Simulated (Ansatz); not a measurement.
```xyz
6

C     2.127   -0.719   -1.137
C     1.104   -0.373   -0.591
Ge   -0.506    0.171    0.271
H    -0.347    1.633    0.698
H    -0.722   -0.731    1.489
H    -1.656    0.019   -0.730
```

Charge 0, multiplicity 2.

List the r2SCAN/def2-TZVPP orbital energies in eV (Ansatz 0.2.0). (An estimate is asked.)

Computed: α occupied: -10834.78, -1349.87, -1199.93, -1199.91, -1199.91, -274.81, -273.49, -168.06, -117.78, -117.72, -117.72, -31.09, -31.03, -31.03, -30.96, -30.96, -19.99, -15.36, -11.30, -9.49, -9.33, -9.33, -7.65, -7.65. α empty: -0.81, -0.81, 0.40, 0.79, 1.89, 1.89, 4.46, 5.41. β occupied: -10834.77, -1349.87, -1199.93, -1199.91, -1199.91, -274.18, -273.52, -168.06, -117.78, -117.72, -117.72, -31.07, -31.03, -31.03, -30.95, -30.95, -19.44, -15.19, -10.59, -9.34, -9.34, -7.25, -7.25. β empty: -5.23, -0.16, -0.16, 0.41, 0.80, 2.05, 2.05, 4.85. ⟨S²⟩ = 0.796.
